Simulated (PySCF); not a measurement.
SeF₄, SMILES F[Se](F)(F)F. Atoms are numbered in the order given.

```xyz
5

Se     0.0000     0.0000     0.3264
F      1.1538     1.1538    -0.3083
F      1.1538    -1.1538    -0.3083
F     -1.1538    -1.1538    -0.3083
F     -1.1538     1.1538    -0.3083
```

Geometry optimised at PBE0-D3(BJ)/def2-SVP. A frequency run showed that this geometry is not a minimum. The isomer is the one that the SMILES or the coordinates give; other isomers of the formula were not compared.

The numbers are results of r2SCAN/def2-TZVP (PySCF), not measurements.

ESP charges are fitted to the potential on shells at 1.4 to 2.0 van der Waals radii. Atomic charges (e):

```
atom  meta-Löwdin  Löwdin  ESP fit
----  -----------  ------  -------
Se1          1.78    0.69        …
F2          -0.44   -0.17        …
F3          -0.44   -0.17        …
F4          -0.44   -0.17        …
F5          -0.44   -0.17        …
```

Q: Complete the blanks. (Estimate from the structure and the level; the computed values follow.)

A: 
- Se1, ESP fit: 0.71
- F2, ESP fit: -0.18
- F3, ESP fit: -0.18
- F4, ESP fit: -0.18
- F5, ESP fit: -0.18

Computed Mayer and Wiberg (Löwdin basis) orders of the bonds:
```json
[
 {"bond": "Se1–F2", "Mayer": "0.96", "Wiberg": "1.45"},
 {"bond": "Se1–F3", "Mayer": "0.96", "Wiberg": "1.45"},
 {"bond": "Se1–F4", "Mayer": "0.96", "Wiberg": "1.45"},
 {"bond": "Se1–F5", "Mayer": "0.96", "Wiberg": "1.45"}
]
```
